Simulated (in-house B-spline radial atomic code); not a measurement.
# Ionising neutral erbium with different functionals

Computed with a radial B-spline atomic code at the basis-set limit: four-component Dirac-Coulomb Hamiltonian, Fermi nucleus of rms radius 5.2516 fm, spin-restricted, spherical fractional occupations for the functionals, and exact exchange of hybrids averaged over the configuration. The ionisation energy is the difference of two self-consistent energies, [Xe] 4f12 6s2 → [Xe] 4f12 6s1, without Breit or QED terms; ε is the level of the shell that loses the electron (mean over j).

```tsv
method	rung	ΔSCF (eV)	-ε(6s) (eV)
PBE0	global hybrid	?	?
CAM-B3LYP	range-separated hybrid	?	?
LC-wPBE	range-separated hybrid	5.91	6.00
HSE06	range-separated hybrid	6.20	4.03
```

**Question.** What does CAM-B3LYP give?

**Answer.** ΔSCF 6.14 eV, and -ε(6s) = 5.22 eV.

**Question.** What does PBE0 give?

**Answer.** ΔSCF 6.16 eV, and -ε(6s) = 4.34 eV.

**Question.** Among the functionals, which spreads more, the ΔSCF values or the orbital energies?

**Answer.** The orbital energies: ΔSCF values span about 0.29 eV and the orbital energies 1.98 eV; here energy differences depend much less on the functional than eigenvalues do.

**Question.** How do they compare with the NIST value?

**Answer.** NIST lists 6.108 eV ± 0.001 (measured, ground level to ground level). Errors run from -0.19 to +0.09 eV; CAM-B3LYP is closest (+0.03 eV), but part of that can be cancellation, since the calculations leave out Breit-QED terms, spin polarisation, the choice among j levels, multiplet and fine-structure energies.
